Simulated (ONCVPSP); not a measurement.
## Building the ONCV potential for chromium (PBE, scalar-relativistic).

* Element: chromium (Cr)
* Generator: ONCVPSP 4.0.1
* Type: optimised norm-conserving Vanderbilt (ONCV)
* Functional: PBE
* Relativity: scalar-relativistic
* Frozen core: [Ar]
* Valence charge: 6
* Reference configuration: 3d5 4s0.5 (charge +0.5)
* Partial waves: 4s: rc 2.95 bohr, ncon 5, nbas 9, qcut 1.7 1/bohr, 2 projectors, debl 2.5 Ha; p scattering state at 0.2 Ha: rc 3.15 bohr, ncon 5, nbas 10, qcut 2.6 1/bohr, 1 projector; 3d: rc 1.45 bohr, ncon 3, nbas 8, qcut 9.7 1/bohr, 2 projectors, debl 3.9 Ha
* Local potential: polynomial inside 1.30 bohr (lpopt 5, dvloc0 4 Ha)
* Core correction: polynomial model core, fcfact 0.6

In the p channel the program set the typed energies aside and used 0.050 Ha.

All-electron outer shells of the reference configuration (PBE, scalar-relativistic, ld1.x):

```csv
shell,level (eV),outermost node (bohr),outermost maximum (bohr)
3p,-48.75,0.33,0.80
4s,-6.86,1.12,2.68
3d,-6.21,–,0.84
```

Q: Does the generator finish with these settings?

A: Yes, a potential is produced and its reference levels are reproduced.

Q: Estimate the cutoffs (Ha) at which the residual kinetic energy of the hardest occupied pseudo-wave falls to 1 and 0.1 mHa per electron.

A: 38 Ha and 42 Ha.

Q: Does the potential have ghost states?

A: No bound ghost flagged; GHOST(+) flagged for s at 62.0 eV.

Q: Which valence shell sets the plane-wave cutoff?

A: 3d: 38 Ha for 1 mHa per electron, against 12 Ha for 4s.

Q: Tests: 3d5 4s1; 3d5 4s0; 3d4 4s0; 3d4 4s2. Which has the largest error in its energy relative to the reference configuration, and how large is it?

A: 3d4 4s0, with -116 meV (all-electron minus pseudo) on +20.25 eV.
